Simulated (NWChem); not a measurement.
Species: borohydride (BH$_{4}$ anion); SMILES [BH4-]

```xyz
5

B      0.0001    -0.0002     0.0001
H     -0.8117    -0.8194    -0.4723
H      0.1554    -0.2243     1.2159
H     -0.4373     1.1562    -0.1562
H      1.0935    -0.1124    -0.5874
```
Atoms are numbered in this order, from 1.

Computed with NWChem. Pople sets run with spherical d functions. Sets without diffuse functions describe the anion's extra electron poorly. Geometry: optimised at B3LYP/def2-SVPD. Atomic charges in e: unrestrained fits to the electrostatic potential beside Mulliken populations; buried atoms are poorly determined by the fit.

Problem. Predict the results for Hartree-Fock/6-31G*. Quantities: ESP B1; Mulliken B1; relative RMS misfit of the potential (%).

Solution. The ESP B1 comes out as 0.17 and the Mulliken B1 is -0.05. The relative RMS misfit of the potential (%) comes out as 4.
